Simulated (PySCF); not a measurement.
# Nuclear quadrupole coupling in `C=C1[C@@H](C[SiH3])[C@H]1O[SiH2]F`

C5H11FOSi2.
Geometry (GFN2-xTB, Å), atoms numbered from 1 in this order:
```
atom  x, y, z in Å
C1     1.788    2.081    0.367
C2     0.864    1.214    0.694
C3    -0.558    0.864    0.817
C4    -1.431    0.809   -0.416
Si5   -2.764   -0.544   -0.267
C6     0.527   -0.182    1.010
O7     0.673   -1.170    0.044
Si8    1.939   -1.877   -0.644
F9     2.686   -2.815    0.433
H10    1.543    3.104    0.125
H11    2.833    1.815    0.345
H12   -1.081    1.176    1.715
H13   -0.802    0.613   -1.286
H14   -1.887    1.789   -0.568
H15   -3.575   -0.259    0.922
H16   -3.612   -0.482   -1.460
H17   -2.147   -1.860   -0.143
H18    0.719   -0.553    2.014
H19    1.286   -2.735   -1.606
H20    2.993   -0.977   -1.084
```

Field gradients from the PBE0/pcSseg-1 density (PySCF, non-relativistic), principal values in atomic units, ordered |Vxx| ≤ |Vyy| ≤ |Vzz|:

```
atom      Vxx      Vyy     Vzz
  O7  -0.6477  -1.0462  1.6940
```

Problem. Find the asymmetry η = (Vxx − Vyy)/Vzz and the couplings χ = eQV/h (234.96 MHz × Q in barn × V in au), with Q(17O) = −0.0256 b.

Solution. 
```tsv
atom	environment	nucleus	η	χzz (MHz)	χxx (MHz)	χyy (MHz)
O7	silyl ether oxygen	17O	0.24	-10.19	3.90	6.29
```

The tensor is traceless: Vxx + Vyy + Vzz = 0.

Problem. What is Vzz at O7 in SI units (1 au = 9.71736 × 10²¹ V/m²)?

Solution. 1.6940 au = 16.461 × 10²¹ V/m².

Problem. And the gradient at the other heavy atoms, for which no coupling is worked out here?

Solution. 
```csv
atom,environment,Vzz (au),η
C1,terminal =CH2 carbon,0.275,0.22
C2,fully substituted alkene carbon,0.292,0.38
C3,allylic carbon,0.177,0.38
C4,sp3 carbon bound to silicon,0.114,0.57
Si5,SiH3 silicon,0.105,0.83
C6,sp3 carbon bound to oxygen,0.446,0.50
Si8,fluorine-bound silicon,-0.663,0.80
F9,silicon-bound fluorine,1.198,0.18
```

Problem. What couplings would deuterons (Q(2H) = 0.00286 b) have in place of the hydrogens, at this geometry?

Solution. 
| atom | bonded to | bond length (Å) | Vzz (au) | η | χzz (kHz) |
| --- | --- | --- | --- | --- | --- |
| H10 | C1 | 1.079 | 0.3332 | 0.04 | 224 |
| H11 | C1 | 1.079 | 0.3330 | 0.05 | 224 |
| H12 | C3 | 1.085 | 0.3183 | 0.07 | 214 |
| H13 | C4 | 1.091 | 0.3100 | 0.05 | 208 |
| H14 | C4 | 1.092 | 0.3107 | 0.03 | 209 |
| H15 | Si5 | 1.468 | 0.1602 | 0.01 | 108 |
| H16 | Si5 | 1.466 | 0.1618 | 0.01 | 109 |
| H17 | Si5 | 1.459 | 0.1662 | 0.01 | 112 |
| H18 | C6 | 1.087 | 0.3094 | 0.12 | 208 |
| H19 | Si8 | 1.445 | 0.1701 | 0.01 | 114 |
| H20 | Si8 | 1.453 | 0.1633 | 0.02 | 110 |

The structure is a single GFN2-xTB conformer in the gas phase; no vibrational or solvent corrections. GFN2-xTB bond lengths can be off by several hundredths of an ångström, more for odd bonds, and the gradients follow them. With so small a basis the couplings can be 20 % off.
